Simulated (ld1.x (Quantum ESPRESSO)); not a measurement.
What one change does to a pseudopotential (P, TM)

```json
{
 "Element": "P (Z = 15)",
 "Generator": "ld1.x (Quantum ESPRESSO) 7.5",
 "Type": "norm-conserving Troullier–Martins (Kleinman–Bylander form)",
 "Functional": "PBEsol",
 "Relativity": "scalar-relativistic",
 "Frozen core": "[Ne]",
 "Valence charge": "5",
 "Reference configuration": "3s1.5 3p3.5",
 "Partial waves": "3s (bound): rc 1.70 bohr; 3p (bound): rc 1.40 bohr; 3d channel at 0.2 Ry: rc 1.45 bohr",
 "Local potential": "all-electron potential smoothed inside 1.40 bohr (lloc = -1)",
 "Core correction": "a·sin(br)/r model core inside 0.80 bohr"
}
```

Change: all radii but the core radius scaled by about 0.80 (s 1.36, p 1.12, d 1.16 bohr); local potential all-electron potential smoothed inside 1.12 bohr (lloc = -1).

Cutoffs: the cutoffs (Ry, on a coarse ladder) from which the occupation-weighted sum of valence levels, in a spherical-Bessel basis at the reference potential, stays within 10 and 1 mRy of its value at 400 Ry; they do not see the model core or the augmentation charge, which bear on the density cutoff. Errors are all-electron minus pseudo energies relative to the spin-unpolarised reference configuration.

Q: Predict the effect on cutoff, ghosts and configuration errors.

A: The potential gets harder (40 Ry and 60 Ry → 100 Ry and 200 Ry); of the 7 tests that both files solve, the error grows in 5 and shrinks in 0 by more than 15 % and 0.3 meV (median size 2.4 → 3.7 meV); neither file shows a bound ghost. A smaller radius makes the pseudo-wave follow the all-electron one further in, where it bends more sharply, so more plane waves are needed. That the errors move this way runs against the usual rule that smaller radii transfer better.

```tsv
quantity	base	changed
cutoff, loose	40 Ry	100 Ry
cutoff, tight	60 Ry	200 Ry
loose cutoff by channel (10 mRy a level)	s 15 Ry, p 8 Ry	s 18 Ry, p 90 Ry
bound ghosts	none	none
error for 3s2 3p3, meV [ΔE -4.24 eV]	+0.1	+0.8
error for 3s2 3p2, meV [ΔE 5.46 eV]	+2.4	+3.7
error for 3s2 3p1, meV [ΔE 24.57 eV]	+25	+29
error for 3s2 3p3.3, meV [ΔE -5.54 eV]	+0.8	+1.6
error for 3s1 3p0, meV [ΔE 106.19 eV]	+178	+202
error for 3s1 3p4, meV [ΔE 4.27 eV]	-0.3	+0.3
error for 3s1 3p3, meV [ΔE 14.56 eV]	+5.7	+9.1
```
